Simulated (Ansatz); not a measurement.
`CCC(C)(C)OC(C)=O`, relaxed with RKS PBE-D4/def2-SVP in Ansatz from a rough embedded geometry. The force threshold is 0.03 eV/Å; the program also tests the step.

Charge 0, multiplicity 1.

Start:

```xyz
23

C     1.311    2.156   -0.469
C     0.717    1.418    0.782
C    -0.344    0.282    0.494
C    -1.479    0.889   -0.196
C    -0.741   -0.298    1.860
O     0.394   -0.703   -0.288
C    -0.207   -1.810   -0.713
C     0.753   -2.638   -1.493
O    -1.352   -2.166   -0.520
H     2.059    2.819   -0.188
H     1.741    1.367   -1.162
H     0.517    2.640   -0.995
H     1.532    0.950    1.323
H     0.275    2.152    1.421
H    -2.345    0.146   -0.305
H    -1.895    1.726    0.262
H    -1.265    1.090   -1.258
H    -1.490   -1.108    1.734
H     0.133   -0.786    2.336
H    -1.149    0.412    2.507
H     0.199   -3.565   -1.877
H     1.070   -2.037   -2.402
H     1.567   -2.935   -0.854
```

| step | energy (eV) | largest force (eV/Å) | largest move (Å) |
| --- | --- | --- | --- |
| 1 | -11559.1393 | 4.549 | 0.000 |
| 2 | -11559.7806 | 1.554 | 0.075 |
| 3 | -11559.8278 | 0.903 | 0.200 |
| 4 | -11559.8522 | 0.658 | 0.124 |
| 5 | -11559.8625 | 0.202 | 0.128 |
| 6 | -11559.8734 | 0.077 | 0.079 |
| 7 | -11559.8740 | 0.020 | 0.012 |

End:

```xyz
23

C     1.309    2.062   -0.476
C     0.732    1.404    0.777
C    -0.338    0.319    0.533
C    -1.549    0.864   -0.233
C    -0.751   -0.315    1.866
O     0.376   -0.677   -0.287
C    -0.228   -1.815   -0.709
C     0.743   -2.638   -1.531
O    -1.379   -2.132   -0.472
H     2.116    2.773   -0.209
H     1.738    1.299   -1.155
H     0.543    2.629   -1.042
H     1.552    0.933    1.360
H     0.278    2.170    1.442
H    -2.311    0.076   -0.367
H    -1.998    1.705    0.332
H    -1.253    1.240   -1.232
H    -1.503   -1.110    1.711
H     0.132   -0.749    2.377
H    -1.184    0.460    2.530
H     0.265   -3.590   -1.822
H     1.040   -2.075   -2.439
H     1.668   -2.833   -0.954
```

It took 46 s on 5 threads of an AMD EPYC 7R13 on a shared host and a share of an NVIDIA H100 80 GB, with 0.85 GiB of host memory at the peak.
